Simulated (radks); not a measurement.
Results of a calculation; reference values are marked as such.
Effect of the nuclear size on the holmium ion Ho45+, [Ar] 3d4. Level of theory: Dirac Kohn-Sham, relativistic LDA (MacDonald-Vosko exchange, VWN5 correlation), spin-unpolarised, spherical densities, finite nucleus; open shells are shared between the two j in proportion to 2j + 1; Fermi nuclear charge, rms radius 5.2022 fm (a radial shooting solver on a logarithmic mesh with Libxc functionals). The rms radius is varied about that value; shifts are against it.

\begin{tabular}{lrrrrrrrrr}
rms radius (fm) & total energy shift (eV) & density at nucleus (e/bohr^3) & 1s1/2 shift (meV) & 2s1/2 shift (meV) & 3s1/2 shift (meV) & 3p1/2 shift (meV) & 3d5/2 shift (meV) & 4s1/2 (empty) shift (meV) & 4p1/2 (empty) shift (meV) \\ \hline
4.4323 & -7.77 & 8.29e+05 & -3180 & -426 & -104 & -0.112 & 4.19 & -37.9 & -0.267 \\
4.9577 & -2.57 & 8.034e+05 & -1050 & -141 & -34.3 & -0.038 & 1.38 & -12.5 & -0.089 \\
5.2022 & 0 & 7.926e+05 & 0.000 & 0.000 & 0.000 & 0.000 & 0.000 & 0.000 & 0.000 \\
5.4571 & 2.77 & 7.821e+05 & 1130 & 152 & 37.0 & 0.043 & -1.49 & 13.5 & 0.096 \\
5.9825 & 8.77 & 7.622e+05 & 3590 & 481 & 117 & 0.141 & -4.73 & 42.8 & 0.306 \\
\end{tabular}

Slopes of the eigenvalues against <r^2> in GHz/fm^2, as finite differences over the two radii next to the reference (eigenvalue slopes, not the field-shift constants of lines): 1s1/2 101000, 2s1/2 13600, 3s1/2 3310, 3p1/2 3.78, 3d5/2 -134, 4s1/2 (empty) 1210, 4p1/2 (empty) 8.59.
